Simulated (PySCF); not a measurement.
## Predicted spectroscopic data

Computational details: spin–spin couplings from B3LYP/pcJ-1, PBE0/pcSseg-1 with gauge-including orbitals, GFN2-xTB geometry, in PySCF (isolated molecule, non-relativistic, one computed conformer, rapidly exchanging positions averaged).

Shifts are taken against calculated references (same method and geometry level): 1H (31.72 ppm), 13C (186.93 ppm) against TMS. Multiplet labels drop J under 1 Hz and among equivalent protons, and merge close values. Unscaled 3J(H,H) run several per cent high. Splittings of carbon signals by F and P are missing where no couplings were computed. Where no couplings were computed, multiplicities follow the n + 1 count of equivalent neighbours, and m marks all less simple cases (inequivalent or close neighbours, rings, F or P nearby). One-bond C–F couplings are unscaled and too large by tens of Hz. Shifts are as computed. Against solution values, carbons near 30 ppm lie about +3 ppm off and those near 130 ppm about +5 ppm. Of 1211 compounds with measured shifts, 218 miss one by over three times the rms of a fit or turn the order of signals round; such compounds aren't used in these exercises. For the larger molecules the spin–dipole term is left out of H,H and C,H couplings.

Compound 1 (C₃H₂O₃). 1H NMR (400 MHz, computed): δ 7.13 (s, 2H). 13C{1H} NMR (computed): δ 158.0, 138.0. Structure: vinylene carbonate.

Compound 2 (C₈H₉OPSi). 1H NMR (400 MHz, computed): δ 10.08 (m, 1H), 9.19 (m, 1H), 8.75 (m, 1H), 7.20 (m, 1H), 6.54 (m, 1H), 6.04 (m, 1H), 4.85 (s, 3H). 13C{1H} NMR (computed): δ 199.7, 174.1, 165.8, 160.1, 147.8, 147.3, 139.9, 129.3. Structure: SMILES C=Cc1cpc(C=O)c([SiH3])c1.

Compound 3 (C₆H₄F₄). 1H NMR (400 MHz, computed): δ 6.75 (ddt, J = 7.4, 3.2, 2.1 Hz, 1H), 6.09 (d of t of quint, J = 7.4, 2.5, 1.2 Hz, 1H), 3.28 (dqd, J = 2.5, 2.1, 2.1 Hz, 2H). 13C{1H} NMR (computed): δ 179.0 (dq, J = 373.8, 3.2 Hz), 137.4 (dq, J = 5.0, 1.5 Hz), 130.8 (qd, J = 335.4, 3.7 Hz), 128.4 (d, J = 11.9 Hz), 119.4 (qd, J = 35.4, 3.8 Hz), 42.4 (d, J = 13.0 Hz). Structure: SMILES FC1=C(C(F)(F)F)C=CC1.

Compound 4 (C₅H₉ClO₂Si). 1H NMR (400 MHz, computed): δ 6.07 (m, 1H), 6.01 (m, 1H), 5.83 (m, 1H), 5.62 (m, 1H), 4.71 (m, 1H), 3.86 (m, 1H), 3.80 (m, 1H), 3.78 (m, 1H), 3.58 (m, 1H). 13C{1H} NMR (computed): δ 147.2 (CH), 124.0 (CH2), 79.9 (CH), 76.6 (CH2), 68.3 (CH2). Structure: `InChI=1S/C5H9ClO2Si/c1-2-5-3-7-4-9(6)8-5/h2,5,9H,1,3-4H2/t5-,9+/m1/s1`.
